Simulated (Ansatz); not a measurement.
Consider the hydrogenolysis of a C–F bond: `F[CH]1[GaH][Se]1` + H₂ → `[CH2]1[GaH][Se]1` + H–F.

Program: Ansatz. Geometries: PBE0-D4/def2-TZVP. ΔE: electronic, gas phase. CCSD(T)/CBS adds triple-zeta CCSD(T) − MP2 to the extrapolated MP2 energy (def2 sets, frozen cores). This one scheme is used for every species. Functionals use def2-TZVPP. For Ga, Se outer-core shells are correlated without core-valence functions, which leaves a few kJ/mol of doubt a bond. Scalar relativity is left out up to krypton.

CCSD(T)/CBS gives -120.7 kJ/mol.

Question: Another level gave -94.1 kJ/mol. Which?
A. HF/def2-TZVPP
B. revPBE-D4/def2-TZVPP
C. r2SCAN0/def2-TZVPP
D. PBE-QIDH/def2-TZVPP

Answer: B. revPBE-D4 -94.1, r2SCAN0 -112.3, HF/def2-TZVPP -127.3, PBE-QIDH -122.0 kJ/mol.

Largest T1 diagnostic among the species: 0.015.

Leaving LDA and LC-ωPBE aside and taking each functional with its dispersion term where it has one, the values, not all of them listed here, spread over 32.2 kJ/mol, from PBE-QIDH to BLYP-D4. From BLYP to BHLYP (50 % exact exchange), in def2-TZVPP and without D4, ΔE moves by −23.3 kJ/mol.

CCSD(T)/CBS has its own doubt, a few kJ/mol and more with outer-core shells, so smaller differences from it don't rank the levels.
